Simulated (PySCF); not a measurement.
**Working out the ionisation energy of Cd⁺**

Cd⁺ [Kr] 4d10 5s1 (2S) → Cd²⁺ [Kr] 4d10 (1S). Calculation: PySCF 2.14, in aug-cc-pwCVTZ-PP with ECP28MDF; a scalar-relativistic core potential. Frozen: nothing. Energies in hartree (1 hartree = 27.21139 eV):

```json
{"part": "UHF", "Cd⁺ (lower)": "-166.569471", "Cd²⁺ (upper)": "-165.997408"}
{"part": "MP2 opposite-spin", "Cd⁺ (lower)": "-0.538448", "Cd²⁺ (upper)": "-0.508450"}
{"part": "MP2 same-spin", "Cd⁺ (lower)": "-0.249894", "Cd²⁺ (upper)": "-0.227459"}
```

Task: What does Hartree-Fock give?

Result: (-165.997408) − (-166.569471) = 0.572063 hartree = 15.567 eV.

Task: What do MP2 and SCS-MP2 (6/5 opposite-spin, 1/3 same-spin) give?

Result: The opposite-spin parts differ by 0.816 eV and the same-spin parts by 0.610 eV. MP2: 15.567 + (0.816) + (0.610) = 16.993 eV. SCS-MP2: 15.567 + 1.2 × (0.816) + (0.610)/3 = 16.750 eV.

Measured between the centres of the two terms (NIST): 16.908 eV, so MP2 (valence and next inner shell) is off by 0.085 eV.

What remains against the reference includes basis incompleteness and correlation beyond second order.
